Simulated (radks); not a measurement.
Species: neutral argon. Configuration: [Ne] 3s2 3p5.5 4p0.5 (fractional occupations, a model configuration).

Calculated with a radial shooting solver on a logarithmic mesh with Libxc functionals: Dirac Kohn-Sham, revPBE, spin-unpolarised, spherical densities, finite nucleus; open shells are shared between the two j in proportion to 2j + 1; Fermi nuclear charge, rms radius 3.4274 fm.

Energy parts (hartree):
total: -529.12732
kinetic: 532.33158
electron-nucleus: -1260.07383
Hartree: 229.38748
exchange-correlation: -30.77256

Orbitals (lengths in bohr, moments of r in powers of bohr):
| orbital | occ. | eigenvalue (hartree) | <r> | <r^2> | <1/r> |
|---|---|---|---|---|---|
| 1s1/2 | 2 | -114.8581 | 0.08571 | 0.009884 | 17.70 |
| 2s1/2 | 2 | -11.09579 | 0.4136 | 0.2031 | 3.561 |
| 2p1/2 | 2 | -8.67930 | 0.3749 | 0.1747 | 3.475 |
| 2p3/2 | 4 | -8.59718 | 0.3772 | 0.1768 | 3.445 |
| 3s1/2 | 2 | -1.04877 | 1.388 | 2.235 | 0.9994 |
| 3p1/2 | 1.83333 | -0.52730 | 1.599 | 3.054 | 0.8560 |
| 3p3/2 | 3.66667 | -0.52049 | 1.608 | 3.089 | 0.8503 |
| 4s1/2 | 0 | -0.06769 | 6.126 | 44.04 | 0.2110 |
| 4p1/2 | 0.166667 | -0.03131 | 9.058 | 94.14 | 0.1350 |
| 4p3/2 | 0.333333 | -0.03119 | 9.081 | 94.59 | 0.1346 |

The highest occupied level is 4p3/2 at -0.849 eV. The configuration is held as typed, so some empty levels lie below it. Summed over all electrons, <r^2> = 70.10 bohr^2, which gives a Langevin (diamagnetic) susceptibility term of -55.5 x 10^-6 cm^3/mol. The electron density at the nucleus is 4340 e/bohr^3. The density falls to 0.001 e/bohr^3 at r = 3.62 bohr.
